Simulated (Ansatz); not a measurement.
Frontier orbitals of C2H3BO2.

```json
{"atom": "O1", "x (Å)": "-1.8156", "y (Å)": "-0.2130", "z (Å)": "1.3686"}
{"atom": "C2", "x (Å)": "-0.8048", "y (Å)": "-0.1857", "z (Å)": "0.7163"}
{"atom": "B3", "x (Å)": "0.1228", "y (Å)": "-0.8684", "z (Å)": "-0.2974"}
{"atom": "C4", "x (Å)": "-0.1818", "y (Å)": "0.7517", "z (Å)": "-0.2054"}
{"atom": "O5", "x (Å)": "1.2076", "y (Å)": "0.2491", "z (Å)": "-0.2310"}
{"atom": "H6", "x (Å)": "0.2233", "y (Å)": "-1.6918", "z (Å)": "-1.1397"}
{"atom": "H7", "x (Å)": "-0.3672", "y (Å)": "1.6000", "z (Å)": "-0.8486"}
{"atom": "H8", "x (Å)": "1.6158", "y (Å)": "0.3581", "z (Å)": "0.6371"}
```

The species carries charge 0 and has multiplicity 1. The bonds changed during the relaxation, so this is another structure than the one it started from. The geometry is a stationary point of PBE0-D4/def2-TZVP. It is one conformer, not always the lowest. Basis def2-TZVPP, the Gaussian-basis code of Ansatz.

Orbital energies of one run (eV). Highest occupied ones, from the top: -6.60, -7.60, -10.73, -11.01, -12.20, -12.42, -13.09, -14.34, -16.90, -17.82, -22.41, -28.85, -32.23, -185.60. Empty: -1.03, 0.29, 0.71, 1.42, 1.97, 2.33.

Q: Which functional gave them?
A. PBE0
B. LC-ωPBE
C. ωB97M-V
D. ωB97X-V

A: A. HOMO energies: PBE0 -6.60, LC-ωPBE -9.29, ωB97M-V -8.90, ωB97X-V -8.97 eV.

LC-ωPBE has ω = 0.4 bohr⁻¹.
